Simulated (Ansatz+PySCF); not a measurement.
singlet Mg₄O₄: levels of theory in one basis

```xyz
8

Mg   -0.9807   -0.9527   -0.9187
O    -1.0518   -1.0010    0.9858
O    -1.0572    0.9934   -1.0387
Mg   -0.9181    0.9829    0.9312
O     1.0007   -1.0637   -1.0061
Mg    0.9122   -0.9412    0.9802
Mg    0.9263    0.9569   -0.8923
O     1.0366    1.0452    0.9802
```

Basis set: def2-SVP (spherical functions). Left uncorrelated: 8 orbitals. Charge 0, multiplicity 1.

Computed with Ansatz (development build ahead of 0.2.0); each method stands on the lowest determinant of its kind that the runs found.

```csv
method,E − E(RHF) (eV),<S²> of the determinant
RHF,0.00,0.00
```

What does RHF-MP2 give on the same scale?

-24.95 eV.

Is a single determinant a sound starting point here?

By this sign, yes. Unrestricted orbitals gain 0.00 eV and <S²> is 0.00 against 0.00 for a pure state.
